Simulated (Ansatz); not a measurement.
Mulliken charges of `B/C=C/O` from B3LYP/def2-TZVPP in Ansatz (PBE0-D4/def2-TZVP geometry).

```tsv
atom	x (Å)	y (Å)	z (Å)	charge (e)
B1	-0.400	1.503	-0.309	-0.127
C2	0.154	0.271	0.363	-0.213
C3	0.013	-0.926	-0.243	0.162
O4	0.435	-2.108	0.200	-0.250
H5	-0.953	1.388	-1.368	0.004
H6	-0.303	2.590	0.183	0.018
H7	0.668	0.297	1.325	0.067
H8	-0.489	-1.022	-1.201	0.129
H9	0.876	-1.993	1.050	0.209
```

**Question.** By hand: the dipole of these point charges (1 e Å = 4.8032 D).

**Answer.** Σ q r = (0.067, -0.348, 0.024) e Å, of length 0.355 e Å = 1.71 D.

**Question.** How does the dipole of the full density compare? (Best estimate.)

**Answer.** Computed: (0.184, -0.340, 0.244) e Å, 2.20 D; the point charges give 0.78 times that, at 33° from its direction.

Point charges leave out the atoms' own dipoles, such as those of lone pairs, and Mulliken's split depends on the basis, so the two needn't agree.

B3LYP here is the variant with VWN-RPA as its local correlation; programs differ in this.
